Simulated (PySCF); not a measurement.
**Diatomics of Ag with the halogens**

r²SCAN with triple-zeta basis sets in PySCF, for the lowest determinant that a PBE0 search found; no spin–orbit coupling. De refers to high-spin ground-configuration atoms. A positive dipole means M(−)Ag(+).

| M | basis | state (unpaired electrons) | Re (Å) | ωe (cm⁻¹) | De (eV) | μ (D) |
| --- | --- | --- | --- | --- | --- | --- |
| F | def2-TZVPP | singlet (closed shell) | 1.970 | 510 | 3.42 | 5.35 |
| Cl | def2-TZVPP | singlet (closed shell) | 2.272 | 340 | 3.21 | 5.28 |
| Br | x2c-TZVPPall | singlet (closed shell) | 2.402 | 244 | 2.99 | 5.12 |
| I | def2-TZVPP | singlet (closed shell) | 2.548 | 203 | 2.67 | 4.62 |

The shortest bond is that of AgF (1.970 Å), the longest that of AgI (2.548 Å).

The rows differ in basis set, which adds steps of its own.

Down a group the atoms grow and get heavier, so bonds lengthen and wavenumbers fall; this series shows no clear exception.

Spin–orbit coupling is left out, which matters for elements this heavy, above all for dissociation energies.
